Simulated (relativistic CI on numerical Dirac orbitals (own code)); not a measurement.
## Line list: Electric-dipole lines, Sr2+

Method of calculation: Dirac-Coulomb-Breit CI, separate exchange-only KLI orbitals for each configuration, model QED (radiative potential, 1s self-energy scaled to tabulated hydrogen-like ionisation energies), valence Slater integrals scaled by 0.85, P86 correlation estimate, and configurations built on the next ion tied to the tabulated ionisation energy (semi-empirical) (own radial code, finite nucleus).

CI space (outside the closed core [Ar] 3d10): 4s²4p⁶, 4s²4p⁵4d, 4s²4p⁵5s, 4s²4p⁵5p, 4s²4p⁵5d, 4s²4p⁵6s, 4s²4p⁵4f, 4s²4p⁵5f, 4s²4p⁴4d², 4s4p⁶4d, 4s²4p⁵6p, 4s²4p⁵6d, 4s²4p⁵5g, 4s²4p⁵6f, 4p⁶4d², 4s4p⁶5s. Levels of other configurations are missing.

```
λ vac (nm)               Lower               Upper   A (s⁻¹)        gf  Branching (%)
    31.741      4s²4p⁶ ¹S0 [1]  4s²4p⁵6d ¹P°1 [95]  2.12e+10  9.62e-01           97.3
    32.709      4s²4p⁶ ¹S0 [1]  4s²4p⁵6d ³D°1 [79]  1.07e+10  5.17e-01           95.4
    34.653      4s²4p⁶ ¹S0 [1]  4s²4p⁵5d ¹P°1 [57]  1.99e+10  1.08e+00           96.2
    36.089      4s²4p⁶ ¹S0 [1]  4s²4p⁵5d ³D°1 [37]  4.99e+09  2.92e-01           85.2
    43.044      4s²4p⁶ ¹S0 [1]  4s²4p⁵4d ¹P°1 [22]  4.28e+10  3.57e+00          100.0
    48.286      4s²4p⁶ ¹S0 [1]  4s²4p⁵5s ³P°1 [16]  2.97e+09  3.11e-01          100.0
    50.502      4s²4p⁶ ¹S0 [1]  4s²4p⁵5s ¹P°1 [10]  2.18e+09  2.50e-01          100.0
    75.174   4s²4p⁵4d ³F°4 [5]  4s²4p⁵6f ³G5 [104]  6.81e+08  6.34e-01           80.6
    76.359   4s²4p⁵4d ³F°3 [6]  4s²4p⁵6f ¹G4 [105]  3.85e+08  3.03e-01           59.3
    79.632   4s²4p⁵4d ³P°1 [3]   4s²4p⁵5f ³D2 [74]  4.67e+08  2.22e-01           43.9
    80.892   4s²4p⁵4d ³P°2 [4]   4s²4p⁵5f ³D3 [77]  5.34e+08  3.67e-01           44.7
    83.002   4s²4p⁵4d ³F°4 [5]   4s²4p⁵5f ³G5 [75]  1.03e+09  1.16e+00           87.2
    94.429   4s²4p⁵4d ³F°3 [6]   4s²4p⁵4f ³G4 [61]  2.50e+08  3.01e-01           12.0
    96.658   4s²4p⁵4d ³P°0 [2]   4s²4p⁵4f ³D1 [43]  9.05e+08  3.80e-01           43.7
    97.537   4s²4p⁵4d ³P°1 [3]   4s²4p⁵4f ³D2 [45]  1.12e+09  7.96e-01           56.5
    97.827   4s²4p⁵4d ³P°1 [3]   4s²4p⁵4f ³D1 [43]  9.00e+08  3.87e-01           43.5
    99.945   4s²4p⁵4d ³P°2 [4]   4s²4p⁵4f ³D2 [45]  4.67e+08  3.50e-01           23.6
    101.04   4s²4p⁵4d ³F°4 [5]   4s²4p⁵4f ³F4 [54]  2.77e+08  3.81e-01           13.5
    102.35   4s²4p⁵4d ³F°4 [5]   4s²4p⁵4f ³G5 [46]  2.12e+09  3.66e+00           98.2
    104.46   4s²4p⁵4d ³F°3 [6]   4s²4p⁵4f ³G4 [48]  1.47e+09  2.17e+00           70.2
    110.07  4s²4p⁵4d ¹F°3 [14]   4s²4p⁵4f ³G4 [61]  1.78e+09  2.92e+00           85.9
    112.77   4s²4p⁵4d ³D°3 [8]   4s²4p⁵4f ³F4 [54]  1.54e+09  2.65e+00           75.4
    165.28  4s²4p⁵4d ¹P°1 [22]   4s²4p⁵4f ³F2 [64]  5.80e+08  1.19e+00           30.9
    209.23   4s²4p⁵5p ³S1 [17]  4s²4p⁵5d ³P°2 [33]  3.02e+08  9.92e-01           34.2
    213.56   4s²4p⁵5p ³S1 [17]  4s²4p⁵5d ³P°1 [30]  7.00e+08  1.44e+00           71.1
    214.63   4s²4p⁵5p ³S1 [17]  4s²4p⁵6s ³P°2 [29]  2.29e+08  7.91e-01           32.3
    216.18   4s²4p⁵4d ³P°2 [4]   4s²4p⁵5p ³D3 [19]  5.58e+07  2.74e-01            8.7
    224.27   4s²4p⁵5p ³D3 [19]  4s²4p⁵5d ³D°3 [36]  1.58e+08  8.34e-01           18.5
    224.56   4s²4p⁵5p ³D2 [18]  4s²4p⁵5d ¹D°2 [35]  2.93e+08  1.11e+00           33.4
    226.74   4s²4p⁵4d ³P°1 [3]   4s²4p⁵5p ³S1 [17]  1.63e+08  3.78e-01           29.1
    228.63   4s²4p⁵5p ³D1 [24]  4s²4p⁵5d ³F°2 [40]  7.80e+08  3.05e+00           86.2
    228.66   4s²4p⁵5p ³D2 [18]  4s²4p⁵5d ³F°3 [34]  7.69e+08  4.22e+00           84.8
    230.35   4s²4p⁵4d ³F°4 [5]   4s²4p⁵5p ³D3 [19]  2.78e+08  1.55e+00           43.3
    230.79   4s²4p⁵5p ³D3 [19]  4s²4p⁵5d ³F°3 [34]  1.38e+08  7.70e-01           15.2
    233.28   4s²4p⁵5p ³P0 [23]  4s²4p⁵5d ³D°1 [37]  4.44e+08  1.09e+00            7.6
    233.43   4s²4p⁵5p ³D3 [19]  4s²4p⁵5d ³F°4 [32]  8.91e+08  6.55e+00          100.0
    234.19   4s²4p⁵5p ³D2 [25]  4s²4p⁵5d ³F°3 [44]  8.68e+08  5.00e+00           99.4
    235.81   4s²4p⁵5p ¹P1 [20]  4s²4p⁵5d ¹D°2 [35]  5.64e+08  2.35e+00           64.3
    236.22   4s²4p⁵5p ³P1 [26]  4s²4p⁵5d ³D°2 [41]  7.27e+08  3.04e+00           82.2
    237.96   4s²4p⁵5p ³P2 [21]  4s²4p⁵5d ³D°3 [36]  6.64e+08  3.95e+00           77.6
    238.27   4s²4p⁵5p ³D3 [19]  4s²4p⁵6s ³P°2 [29]  3.58e+08  1.52e+00           50.5
    240.19   4s²4p⁵4d ³P°2 [4]   4s²4p⁵5p ³S1 [17]  2.09e+08  5.42e-01           37.2
    241.93   4s²4p⁵5p ³D2 [25]  4s²4p⁵6s ³P°1 [39]  3.78e+08  9.94e-01           21.4
    246.26   4s²4p⁵5p ³P2 [21]  4s²4p⁵5d ³P°2 [33]  4.50e+08  2.05e+00           50.9
    292.18  4s²4p⁵5d ³F°4 [32]   4s²4p⁵5f ³G5 [75]  1.44e+08  2.03e+00           12.3
```

Terms are leading LS components. Brackets give the number of a level in order of energy, since labels repeat. The list gives strong lines, with weight on those to low levels, without configurations that were not tied to measured data, without lines whose two gauges differ by over a factor of 2.5, among the lowest 113 of 239 levels, so that lines to higher ones, which can be the strongest, are missing, and without lines across small gaps between configurations, and without 158 lines that miss the measured interval by over 3.5 %, start from a term whose rates miss tabulated ones by over 60 %, have gauges far apart or, lacking measured levels, span too small a gap for the errors found; lines with a level outside our table were not tested and can miss by more. Levels whose partners in the same complex of configurations lie outside the list can be far off, and so can their lines. Rates are taken at the computed energies, electric ones in the length gauge.

Configurations that consist of the next ion and one excited electron were tied to the tabulated ionisation energy; Rydberg ones are usually within 1,000 to 3,000 cm⁻¹ and the lowest ones within about 6,000 (9,000 in d shells), while levels on excited terms of the next ion carry the error of that term, and the other configurations can be misplaced by 10,000 cm⁻¹ or more. Rates follow the energies as ν³ (E1, M1) or ν⁵ (E2), so rates, branching and lifetimes can be off by large factors. The fine structure of a lone outer electron comes out too small, for d and f at times inverted, and misplaced configurations move strength between like terms. 54 of the 69 excited levels that our extract of the measured tables holds in this range could be paired (the sources list more); they are missed by 1739 cm⁻¹ on average and 4181 at most, and levels without a partner can miss by more.

LS names give the leading component of a level, which can be under half, so a name can repeat, a term be missing and a line seem to break the LS rules.
